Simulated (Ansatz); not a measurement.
## Which method gave which barrier?

Saddle point of SnPNH₈, singlet (SnNH₅ ([NH2][SnH3]) + PH₃ → SnPH₅ ([PH2][SnH3]) + NH₃; bonds formed: Sn1–P7, N2–H6; bonds broken: Sn1–N2, H6–P7), PBE0-D4/def2-TZVP structure:

```
atom    x (Å)    y (Å)    z (Å)
 Sn1  -1.0638  -1.0507   0.4806
  N2   1.0096  -0.5229   0.4022
  H3  -0.9386  -2.5383   1.3328
  H4  -1.8542   0.1007   1.4299
  H5  -1.5866  -1.3270  -1.1012
  H6   0.7523   0.4734  -0.1867
  P7  -0.3395   1.8054  -1.0545
  H8   1.4475  -0.3508   1.3038
  H9   1.5993  -1.1589  -0.1290
 H10   0.3925   2.7940  -0.3387
 H11   0.5814   1.7749  -2.1392
```

Program: Ansatz 0.2.0. Basis: def2-TZVPP, with def2-QZVPP for the basis limit. Cores are frozen in the correlated methods. Filled d shells of the heavier atoms are correlated. Core potentials replace the inner electrons of the atoms past krypton. The def2 sets are not built for correlating such inner shells, so the correlated values are less sure here. B3LYP uses VWN-RPA correlation. Extrapolation: Hartree–Fock as exp(−7.88 √X), correlation as X^−2.97. Four methods, as single points on the PBE0-D4 structures, gave these electronic barriers from the start structure: 0.833, 1.095, 1.212, 1.675 eV.

The methods were, in alphabetical order, B3LYP-D4, CCSD(T), HF, PBE-D4. Which gave which? (A judgement: the text doesn't fix the answer.)

The calculation gives: PBE-D4 0.833; B3LYP-D4 1.095; CCSD(T) 1.212; HF 1.675 eV. For comparison, CCSD(T) at an estimated basis limit (MP2 extrapolated from triple and quadruple zeta, plus CCSD(T) − MP2 in triple zeta) gives 1.147 eV.

The T1 diagnostic stays at or below 0.014.

Labels in which every atom is bracketed show which atoms are joined, not bond orders.

For scale, one of the runs: CCSD(T)/def2-TZVPP, 235 basis functions, launched by `ansatz run in.yaml --threads 4 --pin off --events-out ev --progress --plain --max-ram 9574MiB`. The run took 2.3 min on 4 CPU threads of an Arm Neoverse V1 (shared host), with 4.5 GiB of host memory at its peak.
